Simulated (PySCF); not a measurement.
CdBrI, SMILES [Br][Cd][I]. Atoms are numbered in the order given.

```xyz
3

Cd     0.0000     0.0000    -0.3904
Br     0.0000     0.0000    -2.8235
I      0.0000     0.0000     2.2181
```

The structure is a stationary point at B3LYP-D3(BJ)/def2-SVP. The def2 effective core potentials stand for the cores of Cd, I; spin–orbit coupling is left out.

The numbers are results of PySCF with IEF-PCM-B3LYP/def2-SVP, not measurements.

The values are the electrostatic part of the solvation free energy, E(continuum) − E(gas) at the gas-phase geometry, in a cavity of scaled van der Waals radii (PySCF's table); cavitation and dispersion terms are not included. A continuum can't describe solvent molecules that bind to the metal. In vacuum the orbital gap is 4.86 eV. The dipole moment in vacuum is 0.44 D.

Q: Estimate the values in water (ε = 78.36), cyclohexanone (ε = 15.62), acetone (ε = 20.49). (Estimate from the structure and the level; the computed values follow.)

A: 
```
solvent            ε  ΔG(elec) (kcal/mol)  dipole (D)  gap (eV)
-------------  -----  -------------------  ----------  --------
water          78.36                -13.9        0.23      5.35
cyclohexanone  15.62                -12.6        0.26      5.30
acetone        20.49                -13.0        0.25      5.32
```
